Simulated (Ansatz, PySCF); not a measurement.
Breaking a bond: SMILES [GaH3] (H3Ga). The Ga1–H4 bond (Ga1 also carries H, H; H4 carries nothing else) is stretched with both fragments frozen at the PBE0/def2-TZVP optimised geometry.

- UKS-BP86/6-31G* = unrestricted BP86/6-31G*, spherical d in PySCF
- UKS-PBE = unrestricted PBE/cc-pVDZ run with Ansatz (a program for electronic structure)
- UHF/3-21G = unrestricted Hartree-Fock/3-21G in PySCF 2.14.0

Energies are in mEh, each relative to the lowest point of its own curve near equilibrium.

```tsv
R / Å	UKS-BP86/6-31G*	UKS-PBE	UHF/3-21G
1.26	41.6	40.8	38.8
1.34	20.6	20.2	19.3
1.41	9.4	9.1	8.7
1.47	3.6	3.5	3.3
1.52	1.0	1.0	0.9
1.57	0.0	0.0	0.0
1.60	0.0	0.0	(withheld)
1.68	1.9	2.0	2.2
1.74	4.7	4.8	5.3
1.80	8.4	8.6	9.4
1.92	17.6	17.9	19.8
2.10	33.8	34.2	(withheld)
2.34	56.4	56.9	66.1
2.62	80.8	81.3	86.1
2.80	94.7	95.1	93.3
3.16	114.6	114.1	(withheld)
3.43	122.2	120.9	103.1
3.80	127.7	125.1	104.6
4.28	130.7	126.8	(withheld)
4.73	131.6	127.3	(withheld)
5.51	132.1	127.5	(withheld)
```

**Question.** Complete the blanks.

**Answer.** 
- 1.60, UHF/3-21G: 0.1
- 2.10, UHF/3-21G: 38.9
- 3.16, UHF/3-21G: 100.6
- 4.28, UHF/3-21G: 105.4
- 4.73, UHF/3-21G: 105.7
- 5.51, UHF/3-21G: 105.9

The unrestricted determinant behind UKS-BP86/6-31G*, UKS-PBE is spin-contaminated at 3.16 to 5.51 Å (<S²> up to 1.0, against 0.00 for a pure singlet). The unrestricted determinant behind UHF/3-21G is spin-contaminated at 2.34 to 5.51 Å (<S²> up to 1.0, against 0.00 for a pure singlet).
